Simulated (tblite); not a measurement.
C3H6FOSi (charge -1).
Cartesian coordinates in Å at the GFN2-xTB level; atoms count from 1:
```xyz
12
C3H6FOSi angstrom
C     -1.2946   -0.6823   -1.2714
C     -0.3889   -0.2532   -0.3755
C     -0.8211    0.4362    0.8924
O      0.8912   -0.4084   -0.5496
Si     2.1040   -0.1722    0.6743
F      3.3932   -0.3637   -0.4001
H     -0.9946   -1.1788   -2.1784
H     -2.3508   -0.5440   -1.1100
H     -0.4376    1.4566    0.9062
H     -1.9051    0.4529    0.9934
H     -0.3571   -0.0866    1.7329
H      2.1626    1.3428    0.6597
```

Computed values, GFN2-xTB/tblite, gas phase, harmonic and unscaled. Against measured fundamentals such values can be off by several per cent, at times by over 20. Modes of hydrogen on silicon can be 10 to 20 % off. One conformer, not necessarily the lowest.

Harmonic wavenumbers (cm⁻¹): 79.1, 109.5, 149.9, 206.3, 226.5, 370.6, 442.3, 492.3, 577.6, 606.1, 661.6, 693.1, 729.5, 759.9, 897.5, 998.6, 1024.2, 1043.3, 1317.8, 1374.2, 1422.3, 1455.4, 1498.4, 1672.2, 1719.5, 2939.4, 2990.9, 2998.9, 3077.9, 3108.2.

A = 6773, B = 1650, C = 1360 MHz; mass 105.017 u (most abundant isotopes); point group C1, symmetry number 1.

Q: What is the zero-point energy?

A: Half the sum of the wavenumbers: 17822 cm⁻¹ = 213.19 kJ/mol.

Q: Give the ideal-gas entropy at 298.15 K and 1 bar in the rigid-rotor, harmonic-oscillator model (classical rotation).

A: Translation 166.90, rotation 114.85, vibration 79.63: S = 361.4 J/(mol K).

Q: And Cp and H(298.15 K) − H(0)?

A: Cp = 121.59 J/(mol K), of which vibrations give 88.34 (their classical limit is 30 R = 249.4); H(298.15 K) − H(0) = 23.07 kJ/mol without the zero-point energy, 13.15 from vibrations.

Q: How do the functions run with temperature in this model?

A: 
| T (K) | S (J/(mol K)) | Cp (J/(mol K)) | H − H(0) (kJ/mol) | G − H(0) (kJ/mol) | ln q(vib) |
| --- | --- | --- | --- | --- | --- |
| 50 | 227.8 | 46.1 | 1.86 | -9.53 | 0.17 |
| 100 | 265.5 | 63.6 | 4.63 | -21.92 | 0.84 |
| 373.15 | 390.7 | 140.3 | 32.91 | -112.90 | 5.60 |
| 500 | 435.6 | 166.3 | 52.42 | -165.36 | 7.82 |
| 750 | 510.2 | 201.3 | 98.72 | -283.91 | 11.95 |
| 1000 | 571.4 | 223.6 | 152.02 | -419.34 | 15.71 |

q(vib) and H(0) count from the zero-point level.

Q: Which modes carry the vibrational entropy at 298.15 K?

A: 79.1 cm⁻¹: 16.37; 109.5 cm⁻¹: 13.71; 149.9 cm⁻¹: 11.19; 206.3 cm⁻¹: 8.69; 226.5 cm⁻¹: 7.98; 370.6 cm⁻¹: 4.51 J/(mol K); the other 24 give 17.19 together.

Q: Blend soft modes into free rotors: weight 1/[1 + (100 cm⁻¹/ν̃)⁴] for the oscillator and the rest for a rotor with moment μB/(μ + B), μ = h/(8π²ν), B = 10⁻⁴⁴ kg m². What vibrational entropy results?

A: 76.18 J/(mol K) in place of 79.63, which changes −T·S at 298.15 K by +1.03 kJ/mol.

Q: What must be added to the electronic energy to get the Gibbs energy at 298.15 K and 1 bar?

A: ZPE + [H(298.15 K) − H(0)] − T·S = 213.19 + 23.07 − 107.74 = 128.52 kJ/mol.

Hindered rotation and anharmonicity are outside this model. Other conformers, if any are populated, would add a mixing term that is left out. The structure is chiral; the term R ln 2 for an equal mix with its mirror image is left out.

Hardware: an Arm Neoverse N1 with one thread, no GPU, shared host. Cost: 0.46 s of wall time. The figure is for the frequency step alone.
